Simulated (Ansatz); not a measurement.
A nudged elastic band was laid between two geometries of H4OSn (6 atoms, charge 0, multiplicity 1).

These are results of RKS B3LYP/def2-SVP in Ansatz, not measurements.

```json
{
 "movable images": "7",
 "climbing image": "yes",
 "spring": "5.0 eV/Å²",
 "optimiser": "quadratic models (default)",
 "start path": "through a guess of the saddle point",
 "force threshold": "0.03 eV/Å",
 "iteration limit": "60",
 "end points": "relaxed"
}
```

Initial state:

```xyz
6
Properties=species:S:1:pos:R:3
Sn 0.351 -0.017 0.032
O 0.763 -0.124 1.989
H -0.037 -0.172 2.530
H 1.908 0.052 -0.675
H -0.572 1.405 -0.280
H -0.522 -1.425 -0.446
```

Final state:

```xyz
6
Properties=species:S:1:pos:R:3
Sn 0.082 0.494 -0.870
O 1.242 0.102 1.267
H 0.521 -0.044 1.898
H 1.740 -0.729 1.253
H -1.202 1.096 0.235
H -0.495 -1.200 -0.632
```

(1) Which bonds break or form, and what moves?

(2) What energy profile does the band end with?

(3) What is the geometry of the highest image?

The band took 12 iterations and about 2.3 core-minutes.

## Answers

(1) Bonds broken: Sn1–H4. Bonds formed: O2–H4.

(2) The run converged. The highest image is number 4 of 0 to 8, 1.96 eV above the first end and 1.99 eV above the last; the last end lies 0.04 eV below the first. Beside the main top the profile has a ripple of under 15 meV (maxima at images 1, 4), which may be a very shallow well or noise. Neighbouring images differ by up to 1.6 eV, so the band resolves the path poorly. A vibrational analysis at the climbing image gives one clearly imaginary mode, 1248i cm⁻¹: a first-order saddle point. The orbitals stay closed-shell, which can raise the energy where a bond breaks towards radicals; this wasn't checked here.

```csv
image,path coordinate (Å),energy (eV),Sn1–H4 (Å),O2–H4 (Å)
0,0.00,0.00,1.71,2.91
1,0.67,0.01,1.72,3.00
2,1.34,0.01,1.72,2.98
3,2.01,0.67,1.70,2.33
4,2.68,1.96,1.77,1.56
5,3.32,0.33,2.26,0.99
6,3.96,0.00,2.89,0.97
7,4.60,-0.03,2.97,0.97
8,5.24,-0.04,2.96,0.97
```

(3) 
```xyz
6
Properties=species:S:1:pos:R:3
Sn 0.209 0.028 -0.340
O 0.824 0.219 1.760
H 0.772 -0.638 2.216
H 1.745 -0.030 0.528
H -0.752 1.443 -0.616
H -0.908 -1.304 -0.399
```

The run took 2.3 min on 1 thread of Arm Neoverse V2, with other jobs on the host, peak memory 0.12 GiB.
